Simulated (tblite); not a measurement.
Compound: C2H9OSi2 (doublet state).
SMILES with atom numbers: `[CH3:1][O:2][SiH2:3][CH:4][SiH3:5]` (hydrogens: H6, H7, H8 on C1; H9, H10 on Si3; H11 on C4; H12, H13, H14 on Si5)

A start from a force field or distance geometry was refined with tblite, GFN2-xTB geometry optimisation, gas phase. Values at the start:

```csv
coordinate,start
C1–O2,1.370 Å
C1–H6,1.115 Å
O2–Si3,1.740 Å
Si3–C4,1.833 Å
Si3–H9,1.485 Å
C4–Si5,1.837 Å
C4–H11,1.111 Å
Si5–H12,1.481 Å
Si5–H13,1.479 Å
C1–O2–Si3,107.5°
O2–Si3–C4,108.6°
Si3–C4–Si5,115.2°
```

Problem. How do these coordinates change at the GFN2-xTB level?

Solution. 
| coordinate | GFN2-xTB (Å or °) | change |
| --- | --- | --- |
| O2–Si3 | 1.625 | -0.115 |
| C4–H11 | 1.082 | -0.029 |
| C4–Si5 | 1.860 | +0.023 |
| C1–H6 | 1.094 | -0.021 |
| Si5–H13 | 1.459 | -0.020 |
| C1–O2 | 1.390 | +0.020 |
| Si3–C4 | 1.852 | +0.019 |
| Si3–H9 | 1.474 | -0.011 |
| Si5–H12 | 1.471 | -0.010 |
| C1–O2–Si3 | 128.1 | +20.6 |
| Si3–C4–Si5 | 129.5 | +14.3 |
| O2–Si3–C4 | 102.4 | -6.2 |

The energy falls by 18.5 kcal/mol over 185 L-BFGS steps, the largest force on an atom goes from 2.68 to 0.008 eV/Å, and the atoms move by 0.805 Å rms after alignment. The bond that changes most is O2–Si3 (ends: oxygen bonded to C and Si; silicon bonded to C, O and 2 H), which shortens by 0.115 Å. Bonds longer at the end by more than 0.005 Å: 5 of 13; shorter: 8. Among the dihedrals that turn most is O2–Si3–C4–Si5, from 73° to 1°. Rotational constants go from 7306, 1410, 1295 to 5383, 1580, 1266 MHz.

Hardware: an Arm Neoverse V2 with one thread, shared host with 32 logical CPUs at a one-minute load of 10. Cost: 0.82 s.

GFN2-xTB frequencies show an imaginary mode (39i cm⁻¹), so the point is no minimum at that level.

One conformer stands for the species.

The numbers are calculated, not measured.
